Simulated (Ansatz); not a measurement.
Basis sets compared for PSe₃. Total charge 0; doublet. Geometry r2SCAN-D4/def2-SVP. Ansatz on 4 threads of Intel Xeon 6975P-C on a shared host; times are rough, and most runs start from earlier orbitals.

```xyz
4

P    -0.377   -0.644    0.012
Se   -1.317   -0.322    1.873
Se   -0.088    1.021   -1.507
Se    1.782   -0.055   -0.378
```

The 6-31G sets use Cartesian d functions. The structure comes from a short search, and lower isomers may exist.

Binding counts from free atoms (P quartet, Se triplet) in the same basis, without a counterpoise term.

```tsv
level	functions	energy (Eh)	HOMO (eV)	LUMO (eV)	binding per atom (eV)	wall time
HF/STO-3G	63	-7457.6039	-6.72	2.44	1.04	0.55 s
HF/6-31G	100	-7539.0925	-9.44	-1.32	-0.22	1.5 s
PBE-D4/def2-SVP	114	-7543.8367	-5.32	-5.19	2.44	1.1 s
PBE-D4/def2-TZVP (with forces)	181	-7544.8467	-5.46	-5.25	2.51	2 s
r2SCAN-D4/def2-TZVP	181	-7546.0057	-5.72	-5.17	2.33	4.7 s
PBE0-D4/def2-SVP	114	-7544.0777	-6.50	-4.53	2.20	1.9 s
PBE0-D4/def2-TZVP	181	-7545.0880	-6.57	-4.53	2.30	4.5 s
```

Estimate the rows for PBE-D4/def2-TZVPD, r2SCAN-D4/def2-TZVPD, PBE0-D4/def2-TZVPD.


```csv
level,functions,energy (Eh),HOMO (eV),LUMO (eV),binding per atom (eV),wall time
PBE-D4/def2-TZVPD,214,-7544.8490,-5.51,-5.31,2.52,3.1 s
r2SCAN-D4/def2-TZVPD,214,-7546.0078,-5.75,-5.21,2.33,6 s
PBE0-D4/def2-TZVPD,214,-7545.0900,-6.60,-4.58,2.30,6 s
```
